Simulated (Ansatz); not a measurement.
A run on CH6AsGaSi, SMILES `[SiH3][As]1[CH2][GaH]1` with other settings.

```yaml
crystal:
  periodic: [false, false, false]
  atoms:
    - {symbol: Si, position_ang: [-0.949177, 0.022481, 1.175013]}
    - {symbol: As, position_ang: [1.611075, 0.533876, 0.918676]}
    - {symbol: C, position_ang: [0.746236, -0.784260, -0.830747]}
    - {symbol: Ga, position_ang: [0.532365, 0.363720, -1.623666]}
    - {symbol: H, position_ang: [-1.317642, 0.217290, -0.482105]}
    - {symbol: H, position_ang: [-1.460091, -0.962392, 1.469966]}
    - {symbol: H, position_ang: [-1.561947, 1.605949, 1.967831]}
    - {symbol: H, position_ang: [0.631036, -1.851719, -0.345629]}
    - {symbol: H, position_ang: [2.043661, -1.458438, -0.889947]}
    - {symbol: H, position_ang: [-0.266844, 1.367097, -2.528813]}
basis:
  gaussian: {orbitals: cc-pVDZ}
hamiltonian: {xc: {name: PBE0-DH}}
output: {forces: true}
```

```sh
$ ansatz run in.yaml --threads 4 --pin off --events-out ev --progress --plain --max-ram 10444MiB
```

Output, abridged:

```
Functional definition: PBE0-DH
1227 factors; integrals over basis functions are off by at most 1.2e-3 eV
mean field evaluation 1: about -122185.0802 eV, gradient 4.1e1 eV
mean field evaluation 2: about -122185.2312 eV, gradient 4.1e1 eV
mean field evaluation 4: about -122189.0804 eV, gradient 8.1e0 eV
mean field evaluation 8: about -122189.3236 eV, gradient 4.7e-1 eV
mean field evaluation 16: about -122189.3246 eV, gradient 5.3e-4 eV
mean field -122189.32464563 eV, -4490.3748578281 hartree, gradient 3.5e-6 eV, S^2 0.000000; 0 other end points of the search recorded, 0 dependent functions left out
24 core orbitals not correlated: weight in the atoms' cores, before any rotation towards them, 1.000 or more for the frozen orbitals, at most 0.000 for the correlated occupied ones
reference -122189.32466708 eV, -4490.3748586162 hartree; 21, 21 occupied and 71, 71 virtual orbitals, 1227 factors
second order -17.55892448 eV of doubles, -0.00000000 eV of singles
Total energy: -122191.51953264 eV, -4490.4555184378 hartree
Atom 0 at    -0.949177     0.022481     1.175013 Å, force     6.707446    16.306766    -4.326794 eV/Å
Atom 1 at     1.611075     0.533876     0.918676 Å, force    -3.108732    -1.206367    -1.344296 eV/Å
Atom 2 at     0.746236    -0.784260    -0.830747 Å, force    10.542532   -28.469948    17.497781 eV/Å
Atom 3 at     0.532365     0.363720    -1.623666 Å, force    -5.482260    23.447264   -14.979099 eV/Å
Atom 4 at    -1.317642     0.217290    -0.482105 Å, force    -0.187458    -0.056819     2.117072 eV/Å
Atom 5 at    -1.460091    -0.962392     1.469966 Å, force    -5.808731   -11.653824     3.674077 eV/Å
Atom 6 at    -1.561947     1.605949     1.967831 Å, force     0.499727    -2.915177    -1.091261 eV/Å
Atom 7 at     0.631036    -1.851719    -0.345629 Å, force    -1.054649     2.310156    -1.094658 eV/Å
Atom 8 at     2.043661    -1.458438    -0.889947 Å, force    -2.937711     2.437921    -0.614862 eV/Å
Atom 9 at    -0.266844     1.367097    -2.528813 Å, force     0.829836    -0.199971     0.162043 eV/Å
Dipole moment:     0.087939    -0.461241    -0.443489 e Å
```

Run time 8.5 s (4 threads of an Arm Neoverse V2 on a shared host); peak host memory 0.47 GiB.
